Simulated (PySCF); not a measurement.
Magnetic susceptibility: SMILES CCBC[SiH2]BN, C3H13B2NSi

Cartesian coordinates in Å; atom numbers follow the order of the lines, from 1:
```xyz
20

C    -2.6741    0.7981    0.1038
C    -2.5249   -0.5779   -0.5444
B    -1.1842   -1.3722   -0.2696
C    -0.0035   -0.7850    0.5312
Si    1.1571    0.1292   -0.7171
B     2.6884    0.9138    0.2306
N     3.9715    0.5054   -0.0727
H    -1.8727    1.4594   -0.2177
H    -2.6366    0.7171    1.1884
H    -3.6245    1.2574   -0.1662
H    -3.3756   -1.1991   -0.2437
H    -2.6333   -0.4647   -1.6287
H    -1.0830   -2.4409   -0.7507
H     0.6146   -1.5392    1.0188
H    -0.2802   -0.0491    1.2844
H     0.3357    1.1009   -1.4743
H     1.5335   -0.8588   -1.7591
H     2.5968    1.7402    1.0644
H     4.8027    0.8662    0.3694
H     4.1873   -0.1901   -0.7690
```

Theory: GIAO KT3/pcSseg-1 magnetisability, rotational g tensor and spin-rotation constants, non-relativistic, gas phase (PySCF 2.14.0). Geometry: GFN2-xTB.

How diamagnetic is it, and how anisotropic?

Isotropic -1289 × 10⁻³⁰ J/T², or -77.6 × 10⁻⁶ cm³/mol; principal values -1481, -1226, -1159 × 10⁻³⁰ J/T², anisotropy 295 × 10⁻³⁰ J/T² (root of half the summed squared differences of the principal values). The susceptibility is in cgs units.

Split it along the inertial axes a, b, c into diamagnetic and paramagnetic parts about the centre of mass, with the quadrupole moment.


```csv
axis,χ (10⁻⁶ cm³/mol),diamagnetic (10⁻⁶ cm³/mol),paramagnetic (10⁻⁶ cm³/mol),summed x² of all electrons (Å²),quadrupole Θ (D Å)
a,-71.7,-371.2,299.4,354.4,+14.98
b,-76.1,-1647.3,1571.2,53.6,-9.49
c,-85.0,-1731.2,1646.3,33.9,-5.49
```
Anisotropies 2χaa − χbb − χcc = +17.6 and 2χbb − χaa − χcc = +4.4 × 10⁻⁶ cm³/mol. Θ is traceless in Buckingham's convention.

And the rotational g tensor?


```csv
axis,rotational constant (GHz),g,nuclear part,electronic part
a,5.2739,-0.0684,0.6735,-0.7419
b,0.7927,-0.0033,0.5819,-0.5852
c,0.7550,-0.0008,0.5831,-0.5839
```
Asymmetric top; isotopes 11B, 12C, 1H, 14N, 28Si; no vibrational averaging.
